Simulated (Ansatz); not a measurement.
Start from `[F][Al]([F])[Br]` and change one atom or group to get `[F][Al]([Cl])[Br]`.

Ansatz, PBE0-D4/def2-TZVP geometries, multiplicity 1. 

Scalar relativity is left out up to krypton.

```json
{"property": "HOMO–LUMO gap (ωB97M-V/def2-TZVPP) / eV", "`[F][Al]([F])[Br]`": "11.69"}
{"property": "HOMO–LUMO gap (PBE0/def2-TZVPP) / eV", "`[F][Al]([F])[Br]`": "7.78"}
{"property": "size of the dipole moment (B3LYP/def2-TZVPP) / D", "`[F][Al]([F])[Br]`": "0.67"}
{"property": "HOMO–LUMO gap (B3LYP/def2-TZVPP) / eV", "`[F][Al]([F])[Br]`": "7.16"}
{"property": "LUMO energy (ωB97M-V/def2-TZVPP) / eV", "`[F][Al]([F])[Br]`": "0.21"}
{"property": "HOMO energy (PBE0/def2-TZVPP) / eV", "`[F][Al]([F])[Br]`": "-9.25"}
```

Question: What does the change do to each property? (An estimate is asked.)

Answer: The calculation gave: 
| property | `[F][Al]([Cl])[Br]` | shift |
| --- | --- | --- |
| HOMO–LUMO gap (ωB97M-V/def2-TZVPP) / eV | 11.64 | -0.05 |
| HOMO–LUMO gap (PBE0/def2-TZVPP) / eV | 7.71 | -0.07 |
| size of the dipole moment (B3LYP/def2-TZVPP) / D | 0.58 | -0.09 |
| HOMO–LUMO gap (B3LYP/def2-TZVPP) / eV | 7.12 | -0.04 |
| LUMO energy (ωB97M-V/def2-TZVPP) / eV | 0.32 | 0.11 |
| HOMO energy (PBE0/def2-TZVPP) / eV | -9.11 | 0.14 |

With PBE0 the HOMO rises by 0.14 eV and the LUMO rises by 0.07 eV, so the gap narrows by about 0.07 eV. PBE moves the HOMO by 0.14 eV and ωB97M-V by 0.16 eV. Dipoles are sizes alone; their direction can turn.

B3LYP here is the variant with VWN-RPA as its local correlation; programs differ in this.

Spin–orbit coupling is left out; it splits and shifts lone-pair levels of the heavy atoms by tenths of an eV.
